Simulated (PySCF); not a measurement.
PySCF 2.14 output of an unrestricted PBE0 calculation on a single atom or ion in aug-cc-pVTZ (5s4p3d2f, 46 functions), with the non-relativistic Hamiltonian (point nucleus):

```
SCF conv_tol = 1e-09
number electrons alpha = 3  beta = 1
    C. Adamo and V. Barone.,  J. Chem. Phys. 110, 6158 (1999)
    M. Ernzerhof and G. E. Scuseria.,  J. Chem. Phys. 110, 5029 (1999)
cycle= 1 E= -14.3437861480893  delta_E= -0.000592  |g|= 0.00242  |ddm|= 0.15
cycle= 2 E= -14.3437889490701  delta_E= -2.8e-06  |g|= 0.00022  |ddm|= 0.0156
cycle= 3 E= -14.3437890018607  delta_E= -5.28e-08  |g|= 3.59e-05  |ddm|= 0.00115
cycle= 4 E= -14.3437890051024  delta_E= -3.24e-09  |g|= 5.52e-06  |ddm|= 0.00033
cycle= 5 E= -14.3437890051826  delta_E= -8.02e-11  |g|= 2.31e-07  |ddm|= 5.16e-05
converged SCF energy = -14.3437890051826  <S^2> = 2.0000016  2S+1 = 3.000001
```

The run itself started from symmetry-adapted Hartree-Fock orbitals and held the occupation by maximum overlap, on a logarithmic radial grid, so the iterations belong to that start.

Q: Which element, charge and spin multiplicity is this?

A: Be (beryllium, neutral), multiplicity 3; the state was [He] 2s1 3d1, high-spin 3D determinant (an excited configuration).

The outer electron is Rydberg-like, and this basis confines it to a smaller radius and binds it less than a complete one would. At PBE0 the highest occupied level has a positive energy, so only the finite basis holds that electron; for this excited configuration the basis is too tight for the outer shell.
